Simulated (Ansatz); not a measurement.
F$_{2}$HSSn, SMILES `[F][Sn]([F])[SH]` radical. Total charge 0; spin multiplicity 2. Sn: def2 effective core potential. The structure was optimised at the PBE0-D4/def2-TZVP level. It is one conformer, not always the lowest.

```xyz
5

F    -0.562   -0.088    2.220
Sn   -0.133    0.693    0.521
F     1.787    0.600    0.462
S    -1.000   -0.825   -1.157
H    -0.092   -0.379   -2.046
```

**Question.** What is the dipole moment at PBE/def2-TZVPP? (Estimate.)

**Answer.** Ansatz gave: 3.03 D, with components (-1.26, 1.49, -2.32) D in this frame, pointing from negative to positive charge.

**Question.** And with r2SCAN, B3LYP, ωB97M-V? (Best estimate.)

**Answer.** Ansatz gave: r2SCAN 3.15 D, B3LYP 3.30 D, ωB97M-V 3.28 D.

**Question.** Give the Mulliken charges with PBE, r2SCAN, ωB97M-V in def2-TZVPP. (An estimate is asked.)

**Answer.** The calculation gave: 
```json
{"atom": "F1", "PBE": "-0.41", "r2SCAN": "-0.46", "ωB97M-V": "-0.46"}
{"atom": "Sn2", "PBE": "0.97", "r2SCAN": "1.07", "ωB97M-V": "1.05"}
{"atom": "F3", "PBE": "-0.42", "r2SCAN": "-0.46", "ωB97M-V": "-0.46"}
{"atom": "S4", "PBE": "-0.28", "r2SCAN": "-0.28", "ωB97M-V": "-0.27"}
{"atom": "H5", "PBE": "0.14", "r2SCAN": "0.13", "ωB97M-V": "0.14"}
```

B3LYP here is the variant with VWN-RPA as its local correlation; programs differ in this.
